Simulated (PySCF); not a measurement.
Working out the ionisation energy of Ne²⁺

Ne²⁺ [He] 2s2 2p4 (3P) → Ne³⁺ [He] 2s2 2p3 (4S). Calculation: PySCF 2.14, in aug-cc-pVDZ-DK (4s3p2d, 23 functions); the spin-free X2C one-electron Hamiltonian (Gaussian nucleus). Frozen: 1s2. Energies in hartree (1 hartree = 27.21139 eV):

```tsv
part	Ne²⁺ (lower)	Ne³⁺ (upper)
UHF	-126.459842	-124.192650
CCSD correlation	-0.111051	-0.083077
(T)	-0.000866	-0.000349
```

Q: What does Hartree-Fock give?

A: (-124.192650) − (-126.459842) = 2.267192 hartree = 61.693 eV.

Q: What do CCSD and CCSD(T) give?

A: The CCSD correlation energies differ by 0.027974 hartree = 0.761 eV and the triples by 0.000517 hartree = 0.014 eV, so CCSD gives 62.454 eV and CCSD(T) 62.468 eV.

Reference: 63.423 eV (measured; NIST Atomic Spectra Database, ionization energies), between the lowest levels; spin-orbit coupling is absent from the calculation.

A double-zeta basis recovers only part of the correlation energy.

What remains against the reference includes basis incompleteness, the frozen core and higher excitations.
